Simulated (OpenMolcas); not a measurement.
Pd2+: moving or changing the point charges

Pd2+ among 3 point charges of -2 e arranged as a planar triangle (D3h), 2.05 Å from the ion.
```
   2.0500    0.0000    0.0000  -2.00
  -1.0250    1.7754    0.0000  -2.00
  -1.0250   -1.7754    0.0000  -2.00
```

```
Program             : OpenMolcas 26.06
Method              : SS-CASPT2, IPEA 0.25 Eh, imaginary shift 0.1 Eh (closed shells correlated: 4s 4p)
Basis               : ANO-RCC-VDZP [6s5p3d1f]
Scalar Hamiltonian  : DKH2, point nucleus
Active space        : 8 electrons in 5 orbitals (4d)
State averaging     : 2S+1 = 3 even, 10 roots; 2S+1 = 1 even, 15 roots
Spin-orbit coupling : state interaction with AMFI integrals over the reference wave functions
```

Runs around this geometry, states (labels of D3, the rotations of D3h). Energies in cm-1 above the lowest state or level, χT in cm3 K/mol.

```csv
R (Å),q (e),Ground state,First state of that spin,First gap with spin-orbit (degeneracies),χT at 300 K,First state of another spin
2.05,-1.6,3A2,3A1 1280,"97 (1, 2)",2.332,1A1 8210
1.85,-2,3A2,3A1 6490,"850 (1, 2)",0.685,1E 8510
2.05,-2,3A2,3A1 3070,"840 (1, 2)",0.879,1A1 8790
2.29,-2,3A2,3A1 620,"460 (2, 1)",3.180,1A1 8110
```

Taking the first state of the same spin as R^-n, n = -ln(620 / 6490) / ln(2.29 / 1.85) = 11.0 between the shortest and longest distance.

Scaling the charges by -1.6 / -2 = 0.80 scales the first state of the same spin by 1280 / 3070 = 0.42; with fixed orbitals a first-order splitting would follow the charge.

Roots that are degenerate in the reference are averaged as groups; the widest CASPT2 spread within a group is 93 cm-1 (the 2-fold group of multiplicity 3 near 4250 cm-1 above the lowest state of its run, R = 2.29, q = -2). Shifts and gaps below about the spread of the groups concerned are not significant. Real 4d8 and 5d8 ions are as a rule square planar and diamagnetic. Free-ion shares, where given, are those of the reference states; single-state CASPT2 does not remix them. The ground term spreads over less than 5000 cm-1, several times less than with real ligands, so orbital moments are less quenched and χT lies further from the spin-only value than at real sites (holds for R = 2.05, q = -1.6; R = 2.29, q = -2). Spin-orbit coupling mixes the spin-free states strongly: the lowest level takes only 49 % from its leading state, 3A1, which lies 616 cm-1 above the lowest spin-free state (holds for R = 2.29, q = -2). This is an electrostatic model: the charges have no orbitals. No measured value stands beside these numbers.
